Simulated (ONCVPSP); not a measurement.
Building the ONCV potential for iodine (I) (PBE, fully relativistic).

ONCVPSP 4.0.1 was run on this input:

```
# ATOM AND REFERENCE CONFIGURATION
# atsym  z   nc   nv     iexc    psfile
  I 53.00    6    5        4      upf
#
#   n    l    f
    1    0    2.00
    2    0    2.00
    2    1    6.00
    3    0    2.00
    3    1    6.00
    3    2   10.00
    4    0    2.00
    4    1    6.00
    4    2   10.00
    5    0    2.00
    5    1    4.50
#
# PSEUDOPOTENTIAL AND OPTIMIZATION
# lmax
    2
#
#   l,   rc,      ep,       ncon, nbas, qcut
    0    1.25    0.00    5    9   12.40
    1    1.20    0.00    4    7   10.80
    2    1.50    0.00    4    8    8.20
#
# LOCAL POTENTIAL
# lloc, lpopt,  rc(5),   dvloc0
    4    5    1.05    2.00
#
# VANDERBILT-KLEINMAN-BYLANDER PROJECTORs
# l, nproj, debl
    0    3    0.90
    1    3    3.40
    2    2    2.00
#
# MODEL CORE CHARGE
# icmod, fcfact, rcfact
    2    0.40    0.75
#
# LOG DERIVATIVE ANALYSIS
# epsh1, epsh2, depsh
   -8.00    5.00    0.04
#
# OUTPUT GRID
# rlmax, drl
    6.00    0.01
#
# TEST CONFIGURATIONS
# ncnf
    4
# nvcnf
#   n    l    f
    5
    4    0    2.00
    4    1    6.00
    4    2   10.00
    5    0    2.00
    5    1    5.00
#
    5
    4    0    2.00
    4    1    6.00
    4    2   10.00
    5    0    2.00
    5    1    4.00
#
    5
    4    0    2.00
    4    1    6.00
    4    2   10.00
    5    0    2.00
    5    1    3.00
#
    5
    4    0    1.00
    4    1    6.00
    4    2   10.00
    5    0    2.00
    5    1    5.00
#
```

Command:

```bash
oncvpspr.x < I.dat > I.out
```

Output (shortened: citation, most of the input echo, consistency checks and plot data are left out):

```
ONCVPSP  (Optimized Norm-Conservinng Vanderbilt PSeudopotential)
relativistic version 4.0.1

#   n    l    f        energy (Ha)
    1    0    2.00    -1.2114582D+03
    2    0    2.00    -1.8725230D+02
    2    1    6.00    -1.6471348D+02    -1.7569186D+02
    3    0    2.00    -3.7929937D+01
    3    1    6.00    -3.1085989D+01    -3.3151967D+01
    3    2   10.00    -2.2237166D+01    -2.2671564D+01
    4    0    2.00    -6.7992974D+00
    4    1    6.00    -4.7301112D+00    -5.1323223D+00
    4    2   10.00    -1.9889715D+00    -2.0519752D+00
    5    0    2.00    -7.9652268D-01
    5    1    4.50    -3.9539403D-01    -4.3470173D-01

Reference configufation results
  iterations    25
  all-electron total energy (Ha)   -7.11885791D+03

Begin loop to  construct optimized pseudo wave functions
and semi-local pseudopoentials for all angular momenta

   Wellstate for l =  0  n =  6 kap= -1
     eigenvalue =   0.1035
     asymptotic potential =   0.6035
     half-point radius =  5.4841

Calculating optimized projector #   1

 for l=   0

    Fraction of norm inside rc  0.966181
    Optimizing pswf for qcut=  12.40 a_B^-1,  ecut=  76.93 Ha
    Residual kinetic energy error=  7.63D-07 Ha

    Energy error per electron        Cutoff
         Ha          eV             Ha
         0.01000     0.27211       45.31
         0.00100     0.02721       55.47
         0.00010     0.00272       63.43
         0.00001     0.00027       69.76

Calculating optimized projector #   2

 for l=   0

    Fraction of norm inside rc  0.113816
    Optimizing pswf for qcut=  12.40 a_B^-1,  ecut=  76.93 Ha
    Residual kinetic energy error=  5.53D-07 Ha

    Energy error per electron        Cutoff
         Ha          eV             Ha
         0.01000     0.27211       40.33
         0.00100     0.02721       52.21
         0.00010     0.00272       61.67
         0.00001     0.00027       68.94

Calculating optimized projector #   3

 for l=   0

    Fraction of norm inside rc  0.032701
    Optimizing pswf for qcut=  12.40 a_B^-1,  ecut=  76.93 Ha
    Residual kinetic energy error=  2.01D-07 Ha

    Energy error per electron        Cutoff
         Ha          eV             Ha
         0.01000     0.27211       32.99
         0.00100     0.02721       46.79
         0.00010     0.00272       57.54
         0.00001     0.00027       66.17

   Wellstate for l =  1  n =  7 kap= -2
     eigenvalue =   3.0046
     asymptotic potential =   3.5046
     half-point radius =  3.2208

Calculating optimized projector #   1

 for l=   1

    Fraction of norm inside rc  0.913489
    Optimizing pswf for qcut=  10.81 a_B^-1,  ecut=  58.40 Ha
    Residual kinetic energy error=  7.13D-06 Ha

    Energy error per electron        Cutoff
         Ha          eV             Ha
         0.01000     0.27211       21.74
         0.00100     0.02721       37.79
         0.00010     0.00272       49.29
         0.00001     0.00027       57.83

Calculating optimized projector #   2

 for l=   1

    Fraction of norm inside rc  0.050129
    Optimizing pswf for qcut=  10.81 a_B^-1,  ecut=  58.40 Ha
    Residual kinetic energy error=  1.04D-05 Ha

    Energy error per electron        Cutoff
         Ha          eV             Ha
         0.01000     0.27211       18.45
         0.00100     0.02721       26.06
         0.00010     0.00272       48.67
         0.00001     0.00027       59.10

Calculating optimized projector #   3

 for l=   1

    Fraction of norm inside rc  0.041354
    Optimizing pswf for qcut=  10.81 a_B^-1,  ecut=  58.40 Ha
    Residual kinetic energy error=  2.96D-05 Ha

    Energy error per electron        Cutoff
         Ha          eV             Ha
         0.01000     0.27211       19.76
         0.00100     0.02721       37.79
         0.00010     0.00272       52.95
         0.00001     0.00027       65.38

   Wellstate for l =  1  n =  7 kap=  1
     eigenvalue =   2.9653

Calculating optimized projector #   1

 for l=   1

    Fraction of norm inside rc  0.930352
    Optimizing pswf for qcut=  10.81 a_B^-1,  ecut=  58.40 Ha
    Residual kinetic energy error=  4.67D-06 Ha

    Energy error per electron        Cutoff
         Ha          eV             Ha
         0.01000     0.27211       23.78
         0.00100     0.02721       28.92
         0.00010     0.00272       46.34
         0.00001     0.00027       55.39

Calculating optimized projector #   2

 for l=   1

    Fraction of norm inside rc  0.056675
    Optimizing pswf for qcut=  10.81 a_B^-1,  ecut=  58.40 Ha
    Residual kinetic energy error=  1.11D-05 Ha

    Energy error per electron        Cutoff
         Ha          eV             Ha
         0.01000     0.27211       20.25
         0.00100     0.02721       26.31
         0.00010     0.00272       47.63
         0.00001     0.00027       59.45

Calculating optimized projector #   3

 for l=   1

    Fraction of norm inside rc  0.045411
    Optimizing pswf for qcut=  10.81 a_B^-1,  ecut=  58.40 Ha
    Residual kinetic energy error=  2.93D-05 Ha

    Energy error per electron        Cutoff
         Ha          eV             Ha
         0.01000     0.27211       21.45
         0.00100     0.02721       28.03
         0.00010     0.00272       52.35
         0.00001     0.00027       65.56

   Wellstate for l =  2  n =  5 kap= -3
     eigenvalue =   0.0110
     asymptotic potential =   0.5110
     half-point radius =  8.3134

Calculating optimized projector #   1

 for l=   2

    Fraction of norm inside rc  0.928034
    Optimizing pswf for qcut=   8.19 a_B^-1,  ecut=  33.57 Ha
    Residual kinetic energy error=  1.13D-03 Ha

    Energy error per electron        Cutoff
         Ha          eV             Ha
         0.01000     0.27211       28.54
         0.00100     0.02721       34.92
         0.00010     0.00272       98.16
         0.00001     0.00027      119.60

Calculating optimized projector #   2

 for l=   2

    Fraction of norm inside rc  0.022698
    Optimizing pswf for qcut=   8.19 a_B^-1,  ecut=  33.57 Ha
    Residual kinetic energy error=  1.75D-04 Ha

    Energy error per electron        Cutoff
         Ha          eV             Ha
         0.01000     0.27211       22.11
         0.00100     0.02721       29.20
         0.00010     0.00272       35.33
         0.00001     0.00027       75.54

   Wellstate for l =  2  n =  5 kap=  2
     eigenvalue =  -0.0520

Calculating optimized projector #   1

 for l=   2

    Fraction of norm inside rc  0.932796
    Optimizing pswf for qcut=   8.19 a_B^-1,  ecut=  33.57 Ha
    Residual kinetic energy error=  1.23D-03 Ha

    Energy error per electron        Cutoff
         Ha          eV             Ha
         0.01000     0.27211       28.69
         0.00100     0.02721       35.25
         0.00010     0.00272       98.82
         0.00001     0.00027      128.06

Calculating optimized projector #   2

 for l=   2

    Fraction of norm inside rc  0.023098
    Optimizing pswf for qcut=   8.19 a_B^-1,  ecut=  33.57 Ha
    Residual kinetic energy error=  1.98D-04 Ha

    Energy error per electron        Cutoff
         Ha          eV             Ha
         0.01000     0.27211       22.39
         0.00100     0.02721       29.46
         0.00010     0.00272       35.70
         0.00001     0.00027       78.40

Construct Vanderbilt / Kleinmman-Bylander projectors

B matrix Hermiticity error, ll=  0  kap= -1
   1   2    1.5588D-03
   1   3   -9.3258D-04
   2   3    5.3043D-05

  Orthonormal projector coefficients  4.8537E+01  4.9035E+00 -1.3182E-01

B matrix Hermiticity error, ll=  1  kap= -2
   1   2    8.2281D-04
   1   3    1.1889D-03
   2   3   -1.8837D-04

  Orthonormal projector coefficients  1.1456E+01  1.7448E+00 -1.1690E+00

B matrix Hermiticity error, ll=  1  kap=  1
   1   2    9.5092D-04
   1   3    1.2916D-03
   2   3   -2.0431D-04

  Orthonormal projector coefficients  1.1199E+01  1.9211E+00 -2.0906E-01

B matrix Hermiticity error, ll=  2  kap= -3
   1   2    1.7624D-04

  Orthonormal projector coefficients -3.1915E+00 -2.0778E+00

B matrix Hermiticity error, ll=  2  kap=  2
   1   2    1.8391D-04

  Orthonormal projector coefficients -3.2517E+00 -2.1099E+00

 Orthonormal scalar projector coefficients, l =  1
  1.1308E+01  1.7721E+00 -7.4768E-01 -9.7371E-03  1.6594E-03  1.3215E-04

 Orthonormal spin-orbit projector coefficients, l =  1
 -1.6798E+00  9.8441E-01  1.3938E-01 -3.8761E-02  1.0717E-02 -2.6729E-03

 Orthonormal scalar projector coefficients, l =  2
 -3.2139E+00 -2.0908E+00 -1.4259E-03 -6.7064E-05

 Orthonormal spin-orbit projector coefficients, l =  2
  6.1641E-02 -5.2155E-02  3.0355E-02 -2.9265E-03

Model core correction analysis
  based on d2Exc/dn_idn_j

d2excae - all-electron derivatives

   -2.810115D-02   -2.581041D-02   -2.078577D-02   -2.653252D-03
   -1.627512D-03
   -2.581045D-02   -2.449350D-02   -2.061407D-02   -2.998419D-03
   -1.706432D-03
   -2.078584D-02   -2.061410D-02   -1.947273D-02   -5.076288D-03
   -2.731376D-03
   -2.653247D-03   -2.998391D-03   -5.076207D-03   -1.899583D-02
   -1.580805D-02
   -1.627520D-03   -1.706431D-03   -2.731352D-03   -1.580803D-02
   -1.629565D-02

d2excps - pseudofunction derivatives with no core correction

   -4.283050D-02   -3.928024D-02   -2.853336D-02   -4.275713D-03
   -2.650195D-03
   -3.928040D-02   -3.693249D-02   -2.819269D-02   -4.771349D-03
   -2.750936D-03
   -2.853360D-02   -2.819275D-02   -2.812422D-02   -6.540320D-03
   -3.385927D-03
   -4.275738D-03   -4.771319D-03   -6.540099D-03   -2.499365D-02
   -2.091005D-02
   -2.650245D-03   -2.750959D-03   -3.385840D-03   -2.090981D-02
   -2.178355D-02

rms 2nd derivative error    6.880258E-03

amplitude prefactor, scale prefactor
   14.5290    1.1249

d2excps - pseudofunction derivatives with core correction

   -3.794559D-02   -3.449792D-02   -2.747019D-02   -3.454648D-03
   -2.101809D-03
   -3.449807D-02   -3.209685D-02   -2.723516D-02   -3.954974D-03
   -2.188014D-03
   -2.747032D-02   -2.723515D-02   -2.815433D-02   -6.295138D-03
   -3.244314D-03
   -3.454622D-03   -3.954892D-03   -6.294917D-03   -2.487214D-02
   -2.082434D-02
   -2.101825D-03   -2.188001D-03   -3.244227D-03   -2.082410D-02
   -2.172184D-02

rms 2nd derivative error    5.215002E-03

Pseudoatom total energy -294.068884

Diagnostic tests using Vanderbilt-Kleinman-Bylander pseudopotentials
  relativistic with J = L +/- 1/2 projectors

   l  kap   rcore       rmatch      e in        delta e    norm test   slope test

   0  -1   1.2528876   1.2909280  -6.7992974  -0.0000221   1.0003712   1.0003383
   0  -1   1.2528876   1.2909280  -0.7965227   0.0000223   1.0000862   1.0000599
   0  -1   1.2528876   1.2909280   0.1034773   0.0001196   1.0004188   1.0004188

   1  -2   1.2015068   1.2379872  -4.7301112  -0.0000510   1.0003182   1.0003295
   1   1   1.2015068   1.2379872  -5.1323223  -0.0000093   1.0003384   1.0003287
   1  -2   1.2015068   1.2379872  -0.3953940   0.0000161   1.0000914   1.0000803
   1   1   1.2015068   1.2379872  -0.4347017   0.0000485   1.0001381   1.0001199
   1  -2   1.2015068   1.2379872   3.0046060   0.0002681   1.0005531   1.0005531
   1   1   1.2015068   1.2379872   2.9770865   0.0002932   1.0005371   1.0005371

   2  -3   1.5081673   1.5539585  -1.9889715  -0.0000116   1.0002253   1.0002493
   2   2   1.5081673   1.5539585  -2.0519752  -0.0000057   1.0002409   1.0002409
   2  -3   1.5081673   1.5539585   0.0110285   0.0000180   1.0003420   1.0003420
   2   2   1.5081673   1.5539585   0.0085275   0.0000276   1.0003340   1.0003340

Diagnostic tests using Vanderbilt-Kleinman-Bylander pseudopotentials
  relativistic with scalar and spin-orbit non-local projectors

   l  kap   rcore       rmatch      e in        delta e    norm test   slope test

   0  -1   1.2528876   1.2909280  -6.7992974  -0.0000221   1.0003712   1.0003383
   0  -1   1.2528876   1.2909280  -0.7965227   0.0000223   1.0000862   1.0000599
   0  -1   1.2528876   1.2909280   0.1034773   0.0001196   1.0004188   1.0004188

   1  -2   1.2015068   1.2379872  -4.7301112   0.0057819   1.0002318   1.0012826
   1   1   1.2015068   1.2379872  -5.1323223   0.0056732   1.0003536   1.0012386
   1  -2   1.2015068   1.2379872  -0.3953940   0.0000576   1.0003118   1.0000960
   1   1   1.2015068   1.2379872  -0.4347017   0.0000629   1.0002052   1.0001266
   1  -2   1.2015068   1.2379872   3.0046060   0.0003548   1.0004638   1.0004638
   1   1   1.2015068   1.2379872   2.9770865   0.0006323   1.0003946   1.0003946

   2  -3   1.5081673   1.5539585  -1.9889715   0.0003822   1.0000696   1.0002288
   2   2   1.5081673   1.5539585  -2.0519752   0.0003972   1.0000820   1.0002149
   2  -3   1.5081673   1.5539585   0.0110285   0.0005975   1.0003868   1.0003868
   2   2   1.5081673   1.5539585   0.0085275   0.0005977   1.0003840   1.0003840

Ghost test for J = L + 1/2

 Testing for bound ghosts
   n   l    E NL Schr. Eq   E Basis Diag.   E Cutoff

   1   0       -6.799320       -6.799319    286.75
   2   0       -0.796500       -0.760255    286.75

   2   1       -4.730162       -4.730160    210.97
   3   1       -0.395378       -0.260062    210.97

   3   2       -1.988983       -1.988972    152.28

 Testing for highly-localized positive-energy ghosts
       l    <radius>/rc     E Basis Diag.   E Cutoff

       0        0.148184       53.725627    286.75  WARNING - GHOST(+)

Ghost test for J = L - 1/2

 Testing for bound ghosts
   n   l    E NL Schr. Eq   E Basis Diag.   E Cutoff

   1   0       -6.799320       -6.799319    286.75
   2   0       -0.796500       -0.760255    286.75

   2   1       -5.132332       -5.132330    210.97
   3   1       -0.434653       -0.319925    210.97

   3   2       -2.051981       -2.051970    152.28

 Testing for highly-localized positive-energy ghosts
       l    <radius>/rc     E Basis Diag.   E Cutoff

       0        0.148184       53.725627    286.75  WARNING - GHOST(+)

Test configuration 0

   n   l kap    f        eae           eps        diff
   1   0  -1  2.0000-1211.45822920
   2   0  -1  2.0000 -187.25230254
   2   1  -2  4.0000 -164.71347502
   2   1   1  2.0000 -175.69186328
   3   0  -1  2.0000  -37.92993747
   3   1  -2  4.0000  -31.08598916
   3   1   1  2.0000  -33.15196650
   3   2  -3  6.0000  -22.23716629
   3   2   2  4.0000  -22.67156380
   4   0  -1  2.0000   -6.79929741   -6.79931953   -2.21E-05
   4   1  -2  4.0000   -4.73011115   -4.73016215   -5.10E-05
   4   1   1  2.0000   -5.13232231   -5.13233161   -9.30E-06
   4   2  -3  6.0000   -1.98897153   -1.98898314   -1.16E-05
   4   2   2  4.0000   -2.05197524   -2.05198096   -5.72E-06
   5   0  -1  2.0000   -0.79652268   -0.79650033    2.23E-05
   5   1  -2  3.0000   -0.39539403   -0.39537791    1.61E-05
   5   1   1  1.5000   -0.43470173   -0.43465319    4.85E-05

    Total energies and differences
      AE_ref= -7.11885791E+03  AE_tst= -7.11885791E+03  dif=  0.00E+00
      PS_ref= -2.94068884E+02  PS_tst= -2.94068884E+02  dif=  1.14E-13
      PSP excitation error= -1.14E-13

Test configuration 1

   n   l kap    f        eae           eps        diff
   1   0  -1  2.0000-1211.28715669
   2   0  -1  2.0000 -187.08192396
   2   1  -2  4.0000 -164.54302226
   2   1   1  2.0000 -175.52137713
   3   0  -1  2.0000  -37.75992549
   3   1  -2  4.0000  -30.91597593
   3   1   1  2.0000  -32.98193426
   3   2  -3  6.0000  -22.06714391
   3   2   2  4.0000  -22.50153566
   4   0  -1  2.0000   -6.62999091   -6.62990920    8.17E-05
   4   1  -2  4.0000   -4.56089643   -4.56085470    4.17E-05
   4   1   1  2.0000   -4.96306335   -4.96296009    1.03E-04
   4   2  -3  6.0000   -1.82014301   -1.82019059   -4.76E-05
   4   2   2  4.0000   -1.88310799   -1.88315118   -4.32E-05
   5   0  -1  2.0000   -0.63893125   -0.63891031    2.09E-05
   5   1  -2  3.3333   -0.24903577   -0.24902266    1.31E-05
   5   1   1  1.6667   -0.28576869   -0.28572413    4.46E-05

    Total energies and differences
      AE_ref= -7.11885791E+03  AE_tst= -7.11902494E+03  dif= -1.67E-01
      PS_ref= -2.94068884E+02  PS_tst= -2.94235898E+02  dif= -1.67E-01
      PSP excitation error= -1.34E-05

Test configuration 2

   n   l kap    f        eae           eps        diff
   1   0  -1  2.0000-1211.64328352
   2   0  -1  2.0000 -187.43631869
   2   1  -2  4.0000 -164.89759872
   2   1   1  2.0000 -175.87603628
   3   0  -1  2.0000  -38.11339887
   3   1  -2  4.0000  -31.26945159
   3   1   1  2.0000  -33.33545846
   3   2  -3  6.0000  -22.42064533
   3   2   2  4.0000  -22.85505171
   4   0  -1  2.0000   -6.98166046   -6.98184063   -1.80E-04
   4   1  -2  4.0000   -4.91232074   -4.91251394   -1.93E-04
   4   1   1  2.0000   -5.31460457   -5.31478546   -1.81E-04
   4   2  -3  6.0000   -2.17058533   -2.17054736    3.80E-05
   4   2   2  4.0000   -2.23364716   -2.23360096    4.62E-05
   5   0  -1  2.0000   -0.96382322   -0.96380584    1.74E-05
   5   1  -2  2.6667   -0.55092606   -0.55091170    1.44E-05
   5   1   1  1.3333   -0.59288327   -0.59283623    4.70E-05

    Total energies and differences
      AE_ref= -7.11885791E+03  AE_tst= -7.11861491E+03  dif=  2.43E-01
      PS_ref= -2.94068884E+02  PS_tst= -2.93825899E+02  dif=  2.43E-01
      PSP excitation error=  1.41E-05

Test configuration 3

   n   l kap    f        eae           eps        diff
   1   0  -1  2.0000-1212.05007902
   2   0  -1  2.0000 -187.83989859
   2   1  -2  4.0000 -165.30150245
   2   1   1  2.0000 -176.28009092
   3   0  -1  2.0000  -38.51523910
   3   1  -2  4.0000  -31.67129273
   3   1   1  2.0000  -33.73739411
   3   2  -3  6.0000  -22.82254634
   3   2   2  4.0000  -23.25698097
   4   0  -1  2.0000   -7.37998130   -7.38066252   -6.81E-04
   4   1  -2  4.0000   -5.31012068   -5.31076826   -6.48E-04
   4   1   1  2.0000   -5.71264791   -5.71337335   -7.25E-04
   4   2  -3  6.0000   -2.56649696   -2.56632201    1.75E-04
   4   2   2  4.0000   -2.62973833   -2.62954762    1.91E-04
   5   0  -1  2.0000   -1.32225753   -1.32228137   -2.38E-05
   5   1  -2  2.0000   -0.88474466   -0.88475943   -1.48E-05
   5   1   1  1.0000   -0.93221327   -0.93219779    1.55E-05

    Total energies and differences
      AE_ref= -7.11885791E+03  AE_tst= -7.11788450E+03  dif=  9.73E-01
      PS_ref= -2.94068884E+02  PS_tst= -2.93095503E+02  dif=  9.73E-01
      PSP excitation error=  2.88E-05

Test configuration 4

   n   l kap    f        eae           eps        diff
   1   0  -1  2.0000-1212.17887731
   2   0  -1  2.0000 -187.92227709
   2   1  -2  4.0000 -165.38580607
   2   1   1  2.0000 -176.36598136
   3   0  -1  2.0000  -38.57863578
   3   1  -2  4.0000  -31.73424740
   3   1   1  2.0000  -33.80189181
   3   2  -3  6.0000  -22.88675094
   3   2   2  4.0000  -23.32159644
   4   0  -1  1.0000   -7.33246686   -7.34186919   -9.40E-03
   4   1  -2  4.0000   -5.24167260   -5.25173116   -1.01E-02
   4   1   1  2.0000   -5.65389784   -5.66504119   -1.11E-02
   4   2  -3  6.0000   -2.46146115   -2.45244575    9.02E-03
   4   2   2  4.0000   -2.52806279   -2.51839311    9.67E-03
   5   0  -1  2.0000   -1.04745036   -1.04785650   -4.06E-04
   5   1  -2  3.3333   -0.60363881   -0.60396350   -3.25E-04
   5   1   1  1.6667   -0.65150156   -0.65184515   -3.44E-04

    Total energies and differences
      AE_ref= -7.11885791E+03  AE_tst= -7.11204977E+03  dif=  6.81E+00
      PS_ref= -2.94068884E+02  PS_tst= -2.87256063E+02  dif=  6.81E+00
      PSP excitation error= -4.68E-03
```

The run took about 6.2 s on one core of a shared server CPU.
